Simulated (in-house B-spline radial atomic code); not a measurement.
# Removing one electron from the xenon ion Xe²⁴⁺

Closed shell [Ar] 3d10 4s2. Computed with an all-electron radial atomic-structure program (B-spline basis): Koopmans values of Dirac-Hartree-Fock plus a diagonal self-energy, in second order or with its direct term screened (direct RPA, with the hole-particle interaction, or full time-dependent Hartree-Fock), linearised in energy; no-pair Dirac-Coulomb Hamiltonian, finite nucleus. Shifts add to the Koopmans value (the ΔSCF shift is orbital relaxation alone); the final value takes TDHF screening with Breit and QED.

Command:
```bash
python run_mb.py task.json out
```
Settings (nuclear radius in fm, box in bohr, cutoff in hartree):
```
basis_form          2
Z                   54
core_configuration  [Ar] 3d10 4s2
rms_radius          4.7859
mass_number         132
speed_of_light      137.036
box_radius          4.145
lmax                7
intervals           58
virtual_cutoff      11664.0
```

Run time, properties included: 17 s on 1 thread of Arm Neoverse V1, on a shared host.

Energies in eV:

```csv
subshell,Koopmans,ΔSCF shift,second order,direct RPA,hole-particle,TDHF,Breit + QED,final
4s1/2,818.76,-0.232,?,?,?,?,?,?
```

Question: What does the self-energy do to 4s1/2?

Answer: It shifts the removal energy by 2.737 eV in second order, 1.863 with direct RPA, 2.175 with the hole-particle term and 2.423 with TDHF screening (quasi-particle weight 0.991); Breit and QED add -0.741 eV. The final value is 820.44 eV, against 818 ± 4 eV (NIST, tabulated theory).
